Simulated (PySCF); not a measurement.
# Levels of Hf⁴¹⁺ from EOM-EA-GCCSD

Reference: closed-shell Hf⁴²⁺, [Ar] 3d10 4s2; one electron is added. Calculated with PySCF 2.14, two-component X2C-1e with screened spin-orbit coupling, an even-tempered Gaussian basis (18 s from 2.2 bohr⁻², ratio 2.6; 15 p from 2.9 bohr⁻², ratio 2.6; 10 d from 2.9 bohr⁻², ratio 2.6; 6 f from 3 bohr⁻², ratio 2.8); frozen [Ar]; the 92 highest virtual spinors dropped; of the others 68 kept and the rest restored at second order. No Breit or QED terms. Binding energies in eV.

| level | Koopmans |
| --- | --- |
| 4p1/2 | 2021.2 |
| 4p3/2 | 1935.5 |

(1) How does correlation move these levels?

For comparison, the ionisation energy of Hf⁴¹⁺ is 2022 ± 4 eV (theoretical estimate listed by NIST; NIST Atomic Spectra Database, ionization energies).

Results:

(1) 4p1/2: second order 2022.8, EOM-CCSD 2022.6; 4p3/2: second order 1937.4, EOM-CCSD 1937.3.
